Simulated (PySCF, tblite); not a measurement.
Isomers of C5H7FO2, one GFN2-xTB conformer each. Single-point energies are computed at PBE0/pcSseg-1 (PySCF, gas phase, no added dispersion term), electronic only.

| SMILES | GFN2-xTB relative energy (kJ/mol) |
| --- | --- |
| FCOC1=CCCO1 | 0.0 |
| CC(=C=O)O[C@H](C)F | 62.3 |
| CO[C@@H]1C[C@H]1C(=O)F | 25.8 |
| C/C=C(/OC)C(=O)F | 33.6 |

Conformers: `[F:1][CH2:2][O:3][C:4]1=[CH:5][CH2:6][CH2:7][O:8]1` with F1–C2–O3–C4 -178°, C2–O3–C4–C5 -176°; `[CH3:1][C:2](=[C:3]=[O:4])[O:5][C@H:6]([CH3:7])[F:8]` with C1–C2–O5–C6 166°, C2–O5–C6–C7 -175°; `[CH3:1][O:2][C@@H:3]1[CH2:4][C@H:5]1[C:6](=[O:7])[F:8]` with C1–O2–C3–C4 160°, C4–C5–C6–O7 28°; `[CH3:1]/[CH:2]=[C:3](/[O:4][CH3:5])[C:6](=[O:7])[F:8]` with C2–C3–O4–C5 0°, C2–C3–C6–O7 0°.

Question: What does PBE0/pcSseg-1 give for the same structures?

Answer: 
| SMILES | PBE0/pcSseg-1 E (Eh) | PBE0/pcSseg-1 (kJ/mol) | GFN2-xTB (kJ/mol) | point group |
| --- | --- | --- | --- | --- |
| C/C=C(/OC)C(=O)F | -444.48169 | 0.0 | 33.6 | near Cs |
| CO[C@@H]1C[C@H]1C(=O)F | -444.47788 | 10.0 | 25.8 | C1 |
| FCOC1=CCCO1 | -444.45872 | 60.3 | 0.0 | near Cs |
| CC(=C=O)O[C@H](C)F | -444.45320 | 74.8 | 62.3 | C1 |

GFN2-xTB puts FCOC1=CCCO1 lowest instead; measured from each level's own lowest isomer, the values differ by up to 60.3 kJ/mol (FCOC1=CCCO1: 0.0 against 60.3). As drawn, the highest has cumulated double bonds, which the lowest lacks. Neighbours about 10 kJ/mol apart or less (C/C=C(/OC)C(=O)F and CO[C@@H]1C[C@H]1C(=O)F) can change places with a better method, another conformer or zero-point energy.

Question: Which frontier levels, dipoles and rotational constants go with these structures?

Answer: 
```tsv
SMILES	HOMO (eV, PBE0/pcSseg-1)	LUMO (eV)	dipole (D)	A, B, C (MHz)
C/C=C(/OC)C(=O)F	-7.15	-1.59	4.38	2442, 1972, 1106
CO[C@@H]1C[C@H]1C(=O)F	-7.81	-0.43	2.90	3655, 1233, 1090
FCOC1=CCCO1	-5.95	1.28	3.06	6645, 1116, 973.1
CC(=C=O)O[C@H](C)F	-6.22	-1.43	2.63	3095, 1529, 1088
```

Question: What happens when harmonic zero-point energies from GFN2-xTB frequencies are added?

Answer: 
| SMILES | ZPE (kJ/mol) | electronic (kJ/mol) | with ZPE (kJ/mol) |
| --- | --- | --- | --- |
| C/C=C(/OC)C(=O)F | 293.2 | 0.0 | 0.0 |
| CO[C@@H]1C[C@H]1C(=O)F | 295.7 | 10.0 | 12.5 |
| FCOC1=CCCO1 | 299.5 | 60.3 | 66.6 |
| CC(=C=O)O[C@H](C)F | 291.8 | 74.8 | 73.4 |

The zero-point energies span 7.7 kJ/mol. The order is unchanged.
